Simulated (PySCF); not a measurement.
All values below come from B3LYP-D3(BJ)/def2-TZVP // PBE0-D3(BJ)/def2-SVP run with PySCF. Isolated molecules, 0 K electronic values unless said otherwise. One relaxed conformer stands for a flexible species; it need not be the lowest. B3LYP has the VWN-RPA correlation part, as in Gaussian. Delta-SCF ions had no search for a lower state. Excitations are Tamm–Dancoff values on a coarser integration grid. The basis has no diffuse functions, so Rydberg states are missing or too high.

Reference species (SMILES): `[C@]12([SiH3])C[C@H](CC1)CC2` (neutral, multiplicity 1).

* **HOMO–LUMO gap**: 8.27 eV
* **T1 excitation (TDA)**: 7.10 eV
* **vertical ionisation energy (Delta-SCF)**: 9.79 eV

Changed species: `[SiH3][C@H]1[C@H]2CC[C@@H]1CC2`.

Q: Predict the effect on the HOMO–LUMO gap, T1 excitation (TDA) and vertical ionisation energy (Delta-SCF).

A: the HOMO–LUMO gap increases by 0.18 eV, to 8.45 eV; the T1 excitation (TDA) rises by 0.15 eV, to 7.25 eV; the vertical ionisation energy (Delta-SCF) rises by 0.21 eV, to 10.00 eV.
